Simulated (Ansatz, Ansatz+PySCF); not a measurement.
```xyz
2

Be    0.0000    0.0000    0.0000
O     0.0000    0.0000    1.5500
```

Basis set: def2-SVP (spherical functions). Left uncorrelated: 1 orbital. Charge 0, multiplicity 1.

Computed with Ansatz (development build ahead of 0.2.0); each method stands on the lowest determinant of its kind that the runs found. Restricted open shells among the atoms or ions are ROHF, correlated in semicanonical orbitals with singles.

The atomization energy at this shape (free ground-state atoms in the same class of orbitals less the molecule, no zero-point energy) of singlet BeO:

| method | atomization energy |
| --- | --- |
| RHF-MP2 | 388.0 kJ/mol |
| UHF-MP2 | 325.0 kJ/mol |
| RHF | 30.5 kJ/mol |

Question: What does UHF give?

Answer: 232.4 kJ/mol. Caution for RHF-MP2, RHF: an unrestricted determinant lies well below. Caution for RHF-MP2, UHF-MP2: bonds are stretched, where a single reference can fail. Caution for RHF-MP2: other determinants can give a lower correlated total. Caution for UHF-MP2, UHF: the unrestricted determinant is a mixture of spin states. Caution for UHF: a free atom is spin contaminated.
